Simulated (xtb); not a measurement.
Cd(Et)2 (C₄H₁₀Cd), SMILES [CH2]([Cd][CH2]C)C. All values are semi-empirical tight-binding results from xtb (GFN2-xTB unless named), good for trends rather than for accurate numbers. The structure is a stationary point at GFN2-xTB. The isomer is the one that the SMILES or the coordinates give; other isomers of the formula were not compared. Other conformers were not sampled.

For metal compounds this method's bond lengths and energies can be far off.

Computed properties:
```json
{
  "orbital_gap": "3.11 eV",
  "zero_point_energy": "77.6 kcal/mol",
  "G − E(el) at 298.15 K (modified RRHO)": "55.5 kcal/mol"
}
```
